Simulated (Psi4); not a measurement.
lanthanum atom (La), doublet (typed; the unrestricted solution is spin-contaminated) (core potentials on La); PBE/def2-TZVP run with Psi4.

Psi4 was given this input:
```
memory 2 GB

molecule mol {
0 2
La    0.000000    0.000000    0.000000
}

set {
  basis def2-tzvp
  reference uks
}

energy('pbe')
print_variables()
```

### Question
Write the output that Psi4 gives for this input, abridged.

### Answer

```
   => Loading Basis Set <=

    Name: DEF2-TZVP
    Role: ORBITAL
    Keyword: BASIS

    !!!  WARNING: ECP capability is in beta. Please check occupations closely.  !!!

         ---------------------------------------------------------
                                   SCF
               by Justin Turney, Rob Parrish, Andy Simmonett
                          and Daniel G. A. Smith
                              UKS Reference
         ---------------------------------------------------------

  ==> Geometry <==

    Molecular point group: d2h
    Geometry (in Angstrom), charge = 0, multiplicity = 2:

       Center              X                  Y                   Z               Mass
    ------------   -----------------  -----------------  -----------------  -----------------
         LA           0.000000000000     0.000000000000     0.000000000000   138.906356300000

  Running in d2h symmetry.

  Rotational constants: A = ************  B = ************  C = ************ [cm^-1]
  Rotational constants: A = ************  B = ************  C = ************ [MHz]
  Nuclear repulsion =    0.000000000000000

  Charge       = 0
  Multiplicity = 2
  Electrons    = 11
  Nalpha       = 6
  Nbeta        = 5

  ==> Algorithm <==

  SCF Algorithm Type is DF.
  DIIS enabled.
  MOM disabled.
  Fractional occupation disabled.
  Guess Type is CORE.
  Energy threshold   = 1.00e-06
  Density threshold  = 1.00e-06
  Integral threshold = 1.00e-12

  ==> Primary Basis <==

  Basis Set: DEF2-TZVP
    Blend: DEF2-TZVP
    Number of shells: 14
    Number of basis functions: 40
    Number of Cartesian functions: 46
    Spherical Harmonics?: true
    Max angular momentum: 3

  Core potential: DEF2-TZVP
    Number of shells: 4
    Number of ECP primitives: 10
    Number of ECP core electrons: 46
    Max angular momentum: 3

  ==> DFT Potential <==

   => LibXC <=

    Version 7.1.2
    S. Lehtola, C. Steigemann, M. J. T. Oliveira, and M. A. L. Marques,  SoftwareX 7, 1–5 (2018) (10.1016/j.softx.2017.11.002)

   => Composite Functional: PBE <=

    PBE GGA Exchange-Correlation Functional

    J.P. Perdew et. al., Phys. Rev. Lett., 77(18), 3865-3868, 1996

    Deriv               =              1
    GGA                 =           TRUE
    Meta                =          FALSE

    Exchange Hybrid     =          FALSE
    MP2 Hybrid          =          FALSE

   => Exchange Functionals <=

    1.0000     XC_GGA_X_PBE

   => Correlation Functionals <=

    1.0000     XC_GGA_C_PBE

   => LibXC Density Thresholds  <==

    XC_GGA_C_PBE:  1.00E-12
    XC_GGA_X_PBE:  1.00E-15

   => Molecular Quadrature <=

    Radial Scheme          =       TREUTLER
    Pruning Scheme         =           NONE
    Nuclear Scheme         =       TREUTLER

    Blocking Scheme        =         OCTREE
    BS radius alpha        =              1
    Pruning alpha          =              1
    Radial Points          =             75
    Spherical Points       =            302
    Total Points           =          20838
    Total Blocks           =            240
    Max Points             =            255
    Max Functions          =             40
    Weights Tolerance      =       1.00E-15

   => Loading Basis Set <=

    Name: (DEF2-TZVP AUX)
    Role: JKFIT
    Keyword: DF_BASIS_SCF

  ==> Integral Setup <==

  SCF_SUBTYPE=INCORE selected. In-core MEM_DF algorithm will be used.
  Using in-core AOs.

  ==> MemDFJK: Density-Fitted J/K Matrices <==

    J tasked:                   Yes
    K tasked:                    No
    wK tasked:                   No
    Algorithm:                 Core
    Schwarz Cutoff:           1E-12
    Mask sparsity (%):       0.0000
    Fitting Condition:        1E-10

   => Auxiliary Basis Set <=

  Basis Set: (DEF2-TZVP AUX)
    Blend: DEF2-UNIVERSAL-JKFIT
    Number of shells: 45
    Number of basis functions: 227
    Number of Cartesian functions: 341
    Spherical Harmonics?: true
    Max angular momentum: 6

[...]
    Occupation by irrep:
             Ag   B1g   B2g   B3g    Au   B1u   B2u   B3u
    DOCC [     2,    0,    0,    0,    0,    1,    1,    1 ]
    SOCC [     0,    0,    0,    1,    0,    0,    0,    0 ]
    NA   [     2,    0,    0,    1,    0,    1,    1,    1 ]
    NB   [     2,    0,    0,    0,    0,    1,    1,    1 ]

   @DF-UKS iter   3:   -31.35921481423773   -1.09220e+00   1.47728e-02 ADIIS/DIIS
   @DF-UKS iter   4:   -31.44293733918441   -8.37225e-02   1.23297e-02 ADIIS/DIIS
   @DF-UKS iter   5:   -31.48735983679725   -4.44225e-02   2.75081e-03 ADIIS/DIIS
   @DF-UKS iter   6:   -31.49181473818732   -4.45490e-03   6.48608e-04 ADIIS/DIIS
   @DF-UKS iter   7:   -31.49205656339880   -2.41825e-04   2.84582e-04 ADIIS/DIIS
   @DF-UKS iter   8:   -31.49209486625348   -3.83029e-05   3.28995e-05 DIIS
   @DF-UKS iter   9:   -31.49209580615751   -9.39904e-07   1.53594e-05 DIIS
   @DF-UKS iter  10:   -31.49209604564825   -2.39491e-07   6.20987e-06 DIIS
   @DF-UKS iter  11:   -31.49209607489062   -2.92424e-08   6.39258e-07 DIIS
  Energy and wave function converged.

  ==> Post-Iterations <==

   Electrons on quadrature grid:
      Nalpha   =    6.0000000000 ; deviation = 8.882e-16
      Nbeta    =    5.0000000000 ; deviation = -1.776e-14
      Ntotal   =   11.0000000000 ; deviation = -1.688e-14

   @Spin Contamination Metric:   6.240460422E-01
   @S^2 Expected:                7.500000000E-01
   @S^2 Observed:                1.374046042E+00
   @S   Expected:                5.000000000E-01
   @S   Observed:                5.000000000E-01

    Orbital Energies [Eh]
    ---------------------

    Alpha Occupied:

[...]
    Alpha Virtual:

[...]
      12Ag    33.510169

    Beta Occupied:

[...]
    Beta Virtual:

[...]
    Final Occupation by Irrep:
             Ag   B1g   B2g   B3g    Au   B1u   B2u   B3u
    DOCC [     2,    0,    0,    0,    0,    1,    1,    1 ]
    SOCC [     0,    0,    0,    1,    0,    0,    0,    0 ]
    NA   [     2,    0,    0,    1,    0,    1,    1,    1 ]
    NB   [     2,    0,    0,    0,    0,    1,    1,    1 ]

  @DF-UKS Final Energy:   -31.49209607489062

   => Energetics <=

    Nuclear Repulsion Energy =              0.0000000000000000
    One-Electron Energy =                 -51.8929452299618177
    Two-Electron Energy =                  24.5948528168021738
    DFT Exchange-Correlation Energy =      -4.1940036617309779
    Empirical Dispersion Energy =           0.0000000000000000
    VV10 Nonlocal Energy =                  0.0000000000000000
    Total Energy =                        -31.4920960748906218

  UHF NO Occupations:
  HONO-2 :    1B1u 1.9997815
  HONO-1 :    2 Ag 1.6142280
  HONO-0 :    1B3g 1.0000000
  LUNO+0 :    3 Ag 0.3857720
  LUNO+1 :    2B1u 0.0002185
  LUNO+2 :    2B2u 0.0002185
  LUNO+3 :    2B3u 0.0002107

Computation Completed

Properties will be evaluated at   0.000000,   0.000000,   0.000000 [a0]

Properties computed using the SCF density matrix

 Multipole Moments:

 ------------------------------------------------------------------------------------
     Multipole            Electronic (a.u.)      Nuclear  (a.u.)        Total (a.u.)
 ------------------------------------------------------------------------------------

 L = 1.  Multiply by 2.5417464519 to convert [e a0] to [Debye]
 Dipole X            :          0.0000000            0.0000000            0.0000000
 Dipole Y            :          0.0000000            0.0000000            0.0000000
 Dipole Z            :          0.0000000            0.0000000            0.0000000
 Magnitude           :                                                    0.0000000

 ------------------------------------------------------------------------------------

  Variable Map:
  ----------------------------------------------------------------------------
[...]
  Array Variable Map:
  ----------------------------------------------------------------------------
[...]
[...]
```
